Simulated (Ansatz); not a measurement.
InGa₂. The state is a doublet with charge 0. Geometry PBE0-D4/def2-TZVP; atoms count from 1.

```xyz
3

Ga   -0.6656   -1.2684    0.4310
Ga   -0.5860    0.5136   -1.2794
In    1.2516    0.7548    0.8484
```

In the def2 sets In takes a core potential; there is no spin–orbit coupling. The charge 0 doublet is spin-contaminated (final ⟨S²⟩ up to 1.26, 0.75 for a pure state). At PBE0-D4/def2-TZVP a quartet of charge 0 lies 0.17 eV below the doublet, each at its own geometry. The structure comes from a short search, and lower isomers may exist.

(1) Estimate the Mulliken populations from the PBE0/def2-TZVP orbitals of Ansatz.

(2) Where does the spin sit?

(3) And the Mayer bond orders between heavy atoms (over 0.3)?

Answers

(1) 
```
atom  charge (e)  spin (α − β)
 Ga1       -0.04          0.27
 Ga2       -0.04          0.27
 In3        0.09          0.46
```
Mulliken values depend strongly on the basis.

(2) Summed by element: Ga 0.54, In 0.46, of 1 unpaired in all. Largest on single atoms: In3 0.46, Ga1 0.27, Ga2 0.27.

(3) Ga1–Ga2 1.15 (2.47 Å); Ga1–In3 0.83 (2.82 Å); Ga2–In3 0.83 (2.82 Å).
